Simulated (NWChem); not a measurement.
Program: NWChem. System: ClGe, charge 0, spin multiplicity 2, at a geometry optimised with UB3LYP/def2-SVP. The structure started from a generated list of species. Its SCF solution wasn't tested for a lower state. Level: G0W0@UPBE0/def2-TZVP, RI basis def2-tzvp-rifit.

Job file:

```
start mol
memory heap 200 mb stack 700 mb global 1700 mb
geometry units angstroms nocenter noautoz
  Ge     0.000000     0.000000     0.764844
  Cl     0.000000     0.000000    -1.439706
  symmetry group C2v
end
basis spherical
  * library def2-tzvp
end
basis "ri basis" bse spherical
  * library def2-tzvp-rifit
end
dft
  xc pbe0
  odft
  mult 2
  iterations 100
  direct
  tolerances tight
end
task dft energy
gw
  states alpha occ 4 vir 2
  states beta occ 4 vir 2
end
task dft gw
```

Output (cleaned and shortened):

```
             Northwest Computational Chemistry Package (NWChem) 7.3.0
             --------------------------------------------------------

                                NWChem Input Module
                                -------------------

 Scaling coordinates for geometry "geometry" by  1.889725989
 (inverse scale =  0.529177249)

 Turning off AUTOSYM since
 SYMMETRY directive was detected!

                             Geometry "geometry" -> ""
                             -------------------------

 Output coordinates in angstroms (scale by  1.889725989 to convert to a.u.)

  No.       Tag          Charge          X              Y              Z
 ---- ---------------- ---------- -------------- -------------- --------------
    1 Ge                  32.0000     0.00000000     0.00000000     0.76484400
    2 Cl                  17.0000     0.00000000     0.00000000    -1.43970600

 Effective nuclear repulsion energy (a.u.)     130.5810362459

            Nuclear Dipole moment (a.u.)
            ----------------------------
        X                 Y               Z
 ---------------- ---------------- ----------------
     0.0000000000     0.0000000000     0.0000113384

      Symmetry information
      --------------------

 Group name             C2v
 Group number             16
 Group order               4
 No. of unique centers     2

      Symmetry unique atoms

     1    2


 Summary of "ao basis" -> "" (spherical)
 ------------------------------------------------------------------------------
       Tag                 Description            Shells   Functions and Types
 ---------------- ------------------------------  ------  ---------------------
 *                         def2-tzvp                  on all atoms

 new library libraries.bse/

 Summary of "ri basis" -> "" (spherical)
 ------------------------------------------------------------------------------
       Tag                 Description            Shells   Functions and Types
 ---------------- ------------------------------  ------  ---------------------
 *                      def2-tzvp-rifit               on all atoms
[...]
     1   0 0 1      0.722353     -0.300564      1.022906      0.000011

     2   2 0 0    -20.386248    -11.022691     -9.363557      0.000000
     2   1 1 0     -0.000000     -0.000000     -0.000000      0.000000
     2   1 0 1      0.000000      0.000000      0.000000      0.000000
     2   0 2 0    -23.661817    -14.566153     -9.095664      0.000000
     2   0 1 1      0.000000      0.000000     -0.000000      0.000000
     2   0 0 2    -22.851462   -109.977638   -105.555492    192.681668

 Task  times  cpu:       16.9s     wall:       16.9s

                                NWChem Input Module
                                -------------------

                                 NWChem GW Module
                                 ----------------

                             ***********************
                             ***        GW       ***
                             ***********************

 Summary of "ri basis" -> "ri basis" (spherical)
 ------------------------------------------------------------------------------
       Tag                 Description            Shells   Functions and Types
 ---------------- ------------------------------  ------  ---------------------
 Ge                     def2-tzvp-rifit             37      159   10s9p8d5f4g1h
 Cl                     def2-tzvp-rifit             29      113   9s7p6d5f2g

                 Memory Information
                 ------------------
          Available GA per process is          1699.9 MBs
          Available stack per process is        700.0 MBs
          Available heap per process is           0.1 MBs

          Peak memory in Initialization
              Peak GA per process is                  9.8 MBs
              Peak stack per process is               0.1 MBs
              Peak heap per process is               10.3 MBs
              Memory not in MA per process            0.0 MBs

          Peak memory in AFF Calculation
              Peak GA per process is                 82.3 MBs
              Peak stack per process is              67.0 MBs
              Peak heap per process is                0.0 MBs
              Memory not in MA per process           67.0 MBs

          Computing 2-center integrals
          Computing Inverse Cholesky factor
          Computing 3-center integrals
          Computing V_xc ...

          Computing Sigma_x
          Computing RPA polarizability
          Solving quasiparticle equations

                  Alpha Orbitals
          State     Energy (eV)     Error (eV)
          -----------------------------------
@GW        22        -11.382           0.004
@GW        23        -11.379           0.004
@GW        24        -11.283           0.004
@GW        25         -7.272           0.004
@GW        26         -0.931           0.005
@GW        27          1.908           0.005

                   Beta Orbitals
          State     Energy (eV)     Error (eV)
          -----------------------------------
@GW        21        -14.897           0.003
@GW        22        -11.372           0.004
@GW        23        -11.206           0.004
@GW        24        -10.995           0.004
@GW        25         -0.683           0.004
@GW        26          0.326           0.003

   Applying  -2.0467 eV scissor-shift to rest of particle states

   Applying   2.2426 eV scissor-shift to rest of hole states

   Applying  -2.0128 eV scissor-shift to rest of particle states

   Applying   2.1531 eV scissor-shift to rest of hole states

     GW Timing Statistics
   ------------------------
   Init.   :          0.1s
     ERIs  :          0.7s
     Distr.:          0.0s
     Vxc   :          1.9s
   Sigma_x :          0.0s
   RPA     :          9.7s
   Wmn     :          0.1s
   Sigma_c :          0.1s
   GW total:         12.6s

 Task  times  cpu:       12.6s     wall:       12.6s

 Total times  cpu:       29.6s     wall:       29.6s
```
